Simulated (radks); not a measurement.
Cd26+, configuration [Ne] 3s2 3p5.5 3d4 4s0.5 (fractional occupations, a model configuration). Method: scalar-relativistic Kohn-Sham, r2SCAN, spin-polarised, spherical densities, finite nucleus; open shells are filled with parallel spins first (spin-orbit coupling, left out, can overturn this in heavy ions); meta-GGA in the generalised Kohn-Sham scheme; Fermi nuclear charge, rms radius 4.6087 fm; computed with a radial shooting solver on a logarithmic mesh with Libxc functionals.

Radial electron density D(r) = 4 pi r^2 rho(r):

r (bohr)  D(r) (e/bohr)  spin D(r)
0.001905          4.138    0.00732
0.002442          6.254     0.0110
0.003104          9.199     0.0162
0.003946          13.30     0.0233
0.005016          18.81     0.0329
0.006377          25.88     0.0451
0.008106          34.37     0.0598
0.01039           44.00     0.0769
0.01321           52.84     0.0944
0.01679           59.35      0.113
0.02134           61.73      0.140
0.02713           59.50      0.192
0.03449           54.92      0.306
0.04384           52.98      0.537
0.05618           58.54      0.964
0.07142           69.59       1.63
0.0908            76.23       2.71
0.1154            68.60       4.62
0.1467            50.47       8.03
0.1865            38.87       12.8
0.239             41.60       16.4
0.3039            42.65       15.0
0.3863            29.33       9.20
0.4911            12.24       3.99
0.6243            3.558       1.85
0.7936            1.065      0.911
1.017            0.2319      0.227
1.293           0.02154     0.0215
1.644         0.0005855   0.000585

D(r) has 3 maxima, at r = 0.0213, 0.0915, 0.278 bohr, and minima at 0.0421, 0.197 bohr, inside which lie 2.01, 11.00 electrons.
